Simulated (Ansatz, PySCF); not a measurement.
Species: CH₃BF (charge 0, doublet). It need not be the lowest isomer of its formula. SMILES: C[B]F
Geometry: optimised at B3LYP-D3(BJ)/def2-TZVP (Ansatz, a quantum-chemistry and plane-wave program).

Property: atomisation energy (electronic, to ground-state atoms); the coupled-cluster value holds the core correlation from cc-pwCVTZ, in kcal/mol. Correlated levels leave the core frozen unless marked. Open shells are spin-unrestricted. No spin-orbit coupling. Non-relativistic. Basis-set limits of correlation are two-point, X^-3; Hartree-Fock from the larger set.

Level to compare with: CCSD(T)/CBS(cc-pVTZ,cc-pVQZ) plus the core term (Ansatz), 542.8 kcal/mol. It is a level with limits of its own, and the differences hold the functionals' basis error too.

Rank these functionals by how close they come to CCSD(T)/CBS(cc-pVTZ,cc-pVQZ), closest first: BP86/def2-TZVPD (PySCF); r2SCANh/def2-TZVPD (Ansatz); wB97X-V/def2-TZVPD (Ansatz).

wB97X-V/def2-TZVPD (range-separated hybrid with VV10, 542.1 kcal/mol, difference -0.7), r2SCANh/def2-TZVPD (hybrid meta-GGA, 546.8 kcal/mol, difference 4.0), BP86/def2-TZVPD (GGA, 558.6 kcal/mol, difference 15.8)
